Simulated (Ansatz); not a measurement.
Born–Oppenheimer molecular dynamics of a periodic cell of 12 atoms, HF (contents 6 HF, density as packed 1.09 g/cm³ with natural masses). It starts from a partly relaxed structure (largest force component 0.07 eV/Å).

Theory: DFT PBE-D3(BJ), scalar-relativistic, plane waves, PAW in Ansatz 0.2.0. Settings: accuracy low, cutoff 420 eV, k mesh 1x1x1, fermi-dirac smearing 0.05 eV, no spin polarisation.

| Quantity | Value |
| --- | --- |
| ensemble | NVT, Langevin thermostat |
| time step | 0.5 fs |
| steps asked | 300 |
| set temperature | 700 K |
| friction | 0.02 /fs |
| seed | 992361 |

First frame:

```xyz
12
Lattice="5.6836 0.0000 0.0000 0.0000 5.6836 0.0000 0.0000 0.0000 5.6836" Properties=species:S:1:pos:R:3
F 2.892 1.119 3.699
H 2.454 0.582 3.047
F 1.985 4.840 2.111
H 1.532 4.934 1.226
F 6.238 3.574 3.665
H 6.793 4.049 3.010
F 0.020 1.181 2.473
H -0.007 2.001 2.938
F 0.780 5.073 5.711
H 0.772 4.339 5.080
F 2.186 2.527 5.783
H 2.370 1.968 5.037
```

(1) What does the run give?

(2) What happens to the structure?

(3) How do temperature and energy run in time?

## Answers

(1) The run went to its last step.

- steps done: 300
- time covered: 150 fs
- mean temperature over the second half: 850 K
- spread of the potential energy over the second half: 10.7 meV per atom
- mean potential energy of the second half above the start: 75.1 meV per atom

The mean temperature of the second half is 21 % above the set value. A run of 0.15 ps of so small a system gives no equilibrium averages. Limits of this set-up: coarse k mesh, low accuracy level.

(2) Mean squared displacements from the first frame to the last, about the centre of mass: F 0.57 Å², H 0.88 Å². Another seed would give other details.

(3) 
```tsv
time (fs)	T (K)	potential energy less start (eV)
0.0	642	0.000
7.5	440	0.301
15.0	293	0.482
22.5	417	0.648
30.0	593	0.608
37.5	634	0.561
45.0	571	0.585
52.5	554	0.637
60.0	552	0.850
67.5	717	0.761
75.0	856	0.743
82.5	833	0.826
90.0	849	0.767
97.5	724	0.769
105.0	862	0.797
112.5	623	1.107
120.0	773	1.149
127.5	983	0.885
135.0	1020	0.899
142.5	1010	0.857
150.0	676	0.976
```

The run took 3.5 min on 1 thread of Intel(R) Xeon(R) Platinum 8259CL CPU @ 2.50GHz (Skylake/Cascade Lake), with other jobs on the host, peak memory 0.37 GiB.
